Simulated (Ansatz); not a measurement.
The same path of C2H6F2Si + FH (13 atoms, charge 0, multiplicity 1) was run 3 times with different band settings. Lost on the way: Si1–C2, H7–F8. Made: Si1–F8, C2–H7.

Level of theory: RKS PBE-D4/def2-SVP in Ansatz.

Relaxed end points:

```xyz
13
Properties=species:S:1:pos:R:3
Si -0.278 0.473 1.263
C 0.266 0.722 -0.509
C -0.526 -0.113 -1.528
F -0.578 1.911 1.976
F 0.985 -0.149 2.156
H -1.463 -0.402 1.502
H 1.276 -1.602 1.264
F 0.966 -2.123 0.538
H 1.347 0.469 -0.554
H 0.189 1.810 -0.724
H -1.612 0.113 -1.496
H -0.178 0.086 -2.561
H -0.395 -1.193 -1.328
```

```xyz
13
Properties=species:S:1:pos:R:3
Si -0.660 -0.057 2.263
C 1.059 0.119 -1.012
C -0.257 -0.054 -1.768
F -1.629 0.762 1.261
F 0.726 0.759 2.404
H -1.304 -0.229 3.584
H 1.282 -0.764 -0.378
F -0.343 -1.494 1.595
H 1.917 0.256 -1.701
H 1.036 1.003 -0.342
H -1.110 -0.177 -1.071
H -0.482 0.824 -2.407
H -0.236 -0.946 -2.428
```

Common settings: spring 5.0 eV/Å²; optimiser quadratic models (default); start path through a guess of the saddle point; force threshold 0.05 eV/Å; iteration limit 60; end points relaxed.

| run | movable images | climbing image |
| --- | --- | --- |
| 1 | 5 | yes |
| 2 | 8 | no |
| 3 | 3 | yes |

(1) What does each run give, and how far can it be trusted?

Answers

(1) Run 1: converged after 24 iterations, highest image 1.195 eV above the first end. Neighbouring images differ by up to 1.8 eV, so the band resolves the path poorly. A vibrational analysis at the climbing image gives one clearly imaginary mode, 774i cm⁻¹: a first-order saddle point.
Run 2: converged after 13 iterations, highest image 0.651 eV above the first end. No image climbed, so the highest image needn't sit at the top of the path.
Run 3: converged after 27 iterations, highest image 1.195 eV above the first end. A structure lower than the first end lies on the path between it and the top, so the climb from that side starts below the end, which may itself be a saddle point or a shallow side well. Neighbouring images differ by up to 2.2 eV, so the band resolves the path poorly. Another band between the same ends (5 images) ends at a top of the same energy, where a vibrational analysis finds 1 clearly imaginary mode. So few images can step over the top or miss a turn of the path.
The orbitals stay closed-shell, which can raise the energy where a bond breaks towards radicals; this wasn't checked here.
